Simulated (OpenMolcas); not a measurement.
# Co2+: ligand-field states by method

Co2+ with its 6 nearest chloride ions at 2.619 Å, on the Y site of Cs2NaYCl6 (a = 10.7396 Å, distance in the model lattice 2.619 Å). The rest of the host is ab initio model potentials to 7.6 Å, with orthogonalisation functions on the cations behind the ligands, and point charges beyond; the distance is set by hand and nothing relaxes, and no local charge compensation is placed. Ligand basis ANO-RCC-VDZP.

```yaml
Program: OpenMolcas
Basis: ANO-RCC-VTZP [6s5p3d2f1g]
Scalar_Hamiltonian: DKH2, point nucleus
Active_space: 7 electrons in 5 orbitals (3d)
State_averaging: 2S+1 = 4 even, 10 roots; 2S+1 = 2 even, 40 roots
Spin-orbit_coupling: RASSI with atomic mean-field integrals over the reference wave functions
```

I. CASSCF
II. SS-CASPT2, IPEA 0.25 Eh, imaginary shift 0.1 Eh (closed shells correlated: 3s 3p and the ligand valence shells)

Spin-free states (labels of O, the rotations of Oh) in cm-1, each column counted from its own energy of the first state listed:

```tsv
State	Degeneracy	I	II
4T1	3	0	0
4T2	3	2662	4290
4A2	1	5897	8600
2E	2	17751	14090
2T2	3	19154	15640
2T1	3	19505	15930
4T1	3	20184	17190
2A1	1	20857	18080
2T1	3	24693	19120
2T2	3	25796	21780
2T1	3	25844	22920
2E	2	26897	24760
2T1	3	28557	26530
2E	2	28879	25160
2T2	3	29377	25950
2T1	3	43856	36200
2T2	3	43910	35960
2A2	1	44605	37210
2T2	3	67765	56180
2E	2	68218	57380
```

From I to II, I's first state of the same spin (4T2) moves from 2662 to 4290 cm-1, by about +1600 cm-1.

From I to II, I's first state of another spin (2E) moves from 17751 to 14090 cm-1, by about -3700 cm-1.

I: A least-squares ligand-field fit to the states below 45000 cm-1, each weighted by its degeneracy and with a free common offset, gives 10Dq = 3222 cm-1, B = 1192 cm-1 and C = 4431 cm-1 (C/B = 3.72), with an rms deviation of 53 cm-1. The same method and metal basis give the free ion B = 1229 cm-1 (fit to its terms below 60000 cm-1, rms deviation 20 cm-1), so the nephelauxetic ratio is β = 1192 / 1229 = 0.97; it hangs on how both fits weigh the states, and computed free-ion B values tend to be too large, so β mixes covalency with correlation.

χT at 300 K: I 4.00, II 3.78 cm3 K/mol.

Roots that are degenerate in the reference are averaged as groups; the widest CASPT2 spread within a group is 310 cm-1 (the 2-fold group of multiplicity 2 near 57400 cm-1 above the lowest state of its run, II). Shifts and gaps below about the spread of the groups concerned are not significant. Over all roots computed the reference weight is 0.67 to 0.68 in II; a low but even weight reflects the number of correlated electrons. An orbital triplet at a regular site is open to Jahn-Teller coupling, which can distort the site and quench the lowest spin-orbit gaps and is left out. Ligand-to-metal charge-transfer states are missing. Without dynamic correlation the repulsion within the d shell is too large (B by tens of per cent), so at a given field states of lower spin stand too high (holds for I). With no ligand orbital active B as a rule stays too high, so bands that hang on it stand too high and its fall with covalency is understated (holds for I). With metal d orbitals alone and no dynamic correlation the field as a rule comes out too small, by tens of per cent, by up to half for chloride and softer ligands, and with too little covalency χT stands high (holds for I). A single d shell leaves out the double-shell effect, which counts most for late 3d ions, where the CASPT2 field can be off either way by tens of per cent (holds for II). These CASPT2 states fit no ligand-field parameters well, so their order and spin gaps are uncertain (holds for II). For late 3d ions with one d shell CASPT2 can put B and the spin-flip bands somewhat low as well as high (holds for II). With one d shell and no ligand orbital active, 10Dq can be off by tens of per cent for divalent 3d ions, low with halides held by bare charges and at times high in hosts (holds for II). Free-ion shares, where given, are those of the reference states; single-state CASPT2 does not remix them (holds for II). The distance lies 3 % over the 2.545 Å that this model takes as the normal distance (a Shannon-type radius plus a fixed donor radius, weighted with the host); by an R⁻⁵ law this alone changes a d-shell field by about -13 %. No measured value stands beside these numbers; the geometry was set by hand and not optimised.
